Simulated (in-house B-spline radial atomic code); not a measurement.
## Ionising Ca with different functionals

Computed with a B-spline radial code for spherical atoms: four-component Dirac-Coulomb Hamiltonian, Fermi nucleus of rms radius 3.4776 fm, spin-restricted, spherical fractional occupations for the functionals, and exact exchange of hybrids averaged over the configuration. The ionisation energy is the difference of two self-consistent energies, [Ar] 4s2 → [Ar] 4s1, without Breit or QED terms; ε is the level of the shell that loses the electron (mean over j).

```tsv
method	rung	ΔSCF (eV)	-ε(4s) (eV)
B97-1	global hybrid	?	?
PBE0	global hybrid	6.16	4.33
HSE06	range-separated hybrid	6.18	3.98
LC-wPBE	range-separated hybrid	?	?
```

Q: What does LC-wPBE give?

A: ΔSCF 5.91 eV, and -ε(4s) = 5.98 eV.

Q: What does B97-1 give?

A: ΔSCF 6.12 eV, and -ε(4s) = 4.16 eV.

Q: Among the functionals, which spreads more, the ΔSCF values or the orbital energies?

A: The orbital energies: ΔSCF values span about 0.27 eV and the orbital energies 1.99 eV; here energy differences depend much less on the functional than eigenvalues do.

Q: How do they compare with the NIST value?

A: NIST lists 6.113 eV (measured, ground level to ground level). Errors run from -0.20 to +0.07 eV; B97-1 is closest (+0.01 eV), but part of that can be cancellation, since the calculations leave out Breit-QED terms, spin polarisation.
